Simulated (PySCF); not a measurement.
# Potential energy of CrH along the bond

Set-up: basis Cr x2c-TZVPPall, H x2c-TZVPPall; spin-free X2C with a Gaussian nucleus; PySCF 2.14. Energies in eV from Cr (3d5 4s1) + H in their ground configurations at the same level. State: ⁶Σ⁺ (sextet), unpaired electrons σ ↑, π ↑↑, δ ↑↑.

All columns are PBE0. A positive dipole means Cr(−)H(+).

| R (Å) | E (eV) | μ (D) | Mulliken charge on Cr (basis-dependent) | HOMO (eV) | LUMO (eV) | Mayer bond order | ⟨S²⟩ |
| --- | --- | --- | --- | --- | --- | --- | --- |
| 1.422 | -1.794 | -2.56 | 0.23 | -5.29 | -1.39 | 0.98 | 8.79 |
| 1.488 | -1.993 | -2.72 | 0.23 | -5.32 | -1.50 | 0.96 | 8.79 |
| 1.554 | -2.108 | -2.88 | 0.22 | -5.35 | -1.61 | 0.95 | 8.80 |
| 1.603 | -2.150 | -2.99 | 0.22 | -5.37 | -1.69 | 0.94 | 8.80 |
| 1.653 | -2.163 | -3.10 | 0.22 | -5.40 | -1.76 | 0.93 | 8.81 |
| 1.703 | -2.151 | -3.21 | 0.22 | -5.42 | -1.83 | 0.92 | 8.81 |
| 1.769 | -2.104 | -3.35 | 0.22 | -5.45 | -1.92 | 0.91 | 8.82 |
| 1.851 | -2.010 | -3.51 | 0.22 | -5.49 | -2.03 | 0.90 | 8.83 |
| 1.950 | -1.861 | -3.68 | 0.22 | -5.54 | -2.14 | 0.88 | 8.85 |
| 2.083 | -1.628 | -3.84 | 0.22 | -5.59 | -2.27 | 0.84 | 8.88 |

A fit through these points gives, at Re = 1.652 Å, μ = -3.10 D and dμ/dR = -2.23 D/Å; the reduced mass is 0.9886 u.

**Question.** How strong is the fundamental in the double-harmonic approximation, I = 42.26·(dμ/dR)²/μred km/mol?

**Answer.** I = 42.26·(-2.23)²/0.9886 = 213 km/mol at PBE0.

The metal atom is held in its measured ground configuration; semilocal functionals can put another filling of s and d lower by some tenths of an eV, and De to that atom would be smaller. With d or f electrons several states lie close, and the lowest PBE0 determinant need not be the measured ground state.
